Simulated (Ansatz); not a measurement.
CH5S (SMILES C[SH2+]) moved off its minimum; all values from Ansatz (a quantum-chemistry and plane-wave program), cores frozen in correlated methods.
(charge 1, multiplicity 1)
```xyz
7

C     -1.2215    -0.1197     0.3676
S      0.6646    -0.0133    -0.3611
H     -1.7074     0.6699    -0.2519
H     -1.5158    -1.1351     0.1644
H     -1.2730     0.0144     1.3689
H      0.7735     1.2570     0.3285
H      1.2290    -0.6830     0.5741
```

Forces at wB97M-V/def2-TZVPP (eV/Å):

```csv
atom,Fx,Fy,Fz
C1,1.065,-0.117,-4.267
S2,-2.867,2.973,0.761
H3,0.223,-0.892,0.598
H4,-0.225,-0.142,-0.572
H5,0.473,0.928,3.067
H6,0.355,-1.767,-1.084
H7,0.977,-0.983,1.496
```

Task: Give the forces (eV/Å), the total energy and the dipole at CCSD(T)/cc-pV(T+d)Z.

Result: 
```json
[
 {"atom": "C1", "Fx": "0.986", "Fy": "-0.128", "Fz": "-4.234"},
 {"atom": "S2", "Fx": "-2.756", "Fy": "2.946", "Fz": "0.684"},
 {"atom": "H3", "Fx": "0.202", "Fy": "-0.833", "Fz": "0.549"},
 {"atom": "H4", "Fx": "-0.236", "Fy": "-0.225", "Fz": "-0.611"},
 {"atom": "H5", "Fx": "0.489", "Fy": "0.962", "Fz": "3.168"},
 {"atom": "H6", "Fx": "0.341", "Fy": "-1.720", "Fz": "-1.064"},
 {"atom": "H7", "Fx": "0.975", "Fy": "-1.002", "Fz": "1.506"}
]
```
Energy -438.4540 hartree.
